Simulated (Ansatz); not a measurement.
Cartesian coordinates in Å:
```
N 0.743 0.216 0.773
Si -0.468 -0.116 -0.371
S 0.500 -0.384 -2.201
Cl -1.484 -1.785 0.208
Cl -1.769 1.453 -0.410
H 1.153 1.132 0.852
H 1.324 -0.516 1.149
```

The species carries charge 0 and has multiplicity 2.

Q: List the PBE0/def2-TZVPP orbital energies in eV (Ansatz). (Best estimate.)

A: Ansatz gave: α occupied: -2767.64, -2767.63, -2423.05, -1805.13, -392.00, -259.50, -259.50, -218.34, -197.77, -197.77, -197.65, -197.65, -197.64, -197.64, -162.39, -162.06, -161.93, -147.15, -101.86, -101.82, -101.80, -25.12, -23.65, -23.12, -20.36, -15.23, -14.95, -12.64, -11.68, -11.28, -10.08, -9.78, -9.70, -9.35, -9.12, -8.29, -7.88. α empty: 0.21, 0.65, 1.07, 1.92, 2.19, 2.25, 3.88, 3.98. β occupied: -2767.64, -2767.63, -2422.90, -1805.13, -391.92, -259.50, -259.50, -218.20, -197.77, -197.77, -197.65, -197.64, -197.64, -197.64, -161.97, -161.89, -161.85, -147.16, -101.87, -101.83, -101.81, -24.95, -23.61, -23.12, -19.28, -15.09, -14.90, -12.55, -11.68, -11.04, -10.03, -9.67, -9.34, -9.32, -8.35, -7.57. β empty: -4.69, 0.34, 0.78, 1.07, 2.02, 2.26, 2.46, 4.01. ⟨S²⟩ = 0.756.
